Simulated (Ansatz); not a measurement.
Other settings, tried on the cluster AsP₃.

```yaml
crystal:
  periodic: [false, false, false]
  atoms:
    - {symbol: P, position_ang: [-0.365761, 1.308203, 0.164513]}
    - {symbol: P, position_ang: [1.364142, -0.052632, -0.092345]}
    - {symbol: P, position_ang: [-0.524611, -0.443508, -1.183329]}
    - {symbol: As, position_ang: [-0.473771, -0.812063, 1.111162]}
basis:
  gaussian: {orbitals: def2-SVP, final_grid: {core_spheres: 8, valence_spheres: 7, degree: 23}}
hamiltonian: {xc: {name: revPBE0}}
scf: {omitted_lower_state_checks: [starts]}
output: {forces: true}
```

```sh
$ ansatz run in.yaml --threads 4 --pin off --events-out ev --progress --plain --max-ram 3916MiB
```

Shortened log:

```
Functional definition: revPBE0
790 factors; integrals over basis functions are off by at most 1.1e-3 eV
mean field evaluation 1: about -88683.6900 eV, gradient 8.4e0 eV
mean field evaluation 2: about -88683.5602 eV, gradient 1.0e1 eV
mean field evaluation 4: about -88683.8527 eV, gradient 6.3e-1 eV
mean field evaluation 8: about -88683.8836 eV, gradient 2.6e-2 eV
mean field -88683.88363932 eV, -3259.0726116497 hartree, gradient 4.3e-5 eV, S^2 0.000000; 0 other end points of the search recorded, 0 dependent functions left out
reference -88683.88366418 eV, -3259.0726125632 hartree; 39, 39 occupied and 47, 47 virtual orbitals, 790 factors
Total energy: -88683.88366418 eV, -3259.0726125632 hartree
Atom 0 at    -0.365761     1.308203     0.164513 Å, force     0.024168    -0.071097    -0.016368 eV/Å
Atom 1 at     1.364142    -0.052632    -0.092345 Å, force    -0.076918     0.007947    -0.001829 eV/Å
Atom 2 at    -0.524611    -0.443508    -1.183329 Å, force     0.033989     0.030899     0.062233 eV/Å
Atom 3 at    -0.473771    -0.812063     1.111162 Å, force     0.018762     0.032251    -0.044036 eV/Å
Dipole moment:    -0.039547    -0.067734     0.092734 e Å
Checks for a lower state left out: starts
```

Run time 0.65 s (4 threads of Arm Neoverse V2 on a shared host).
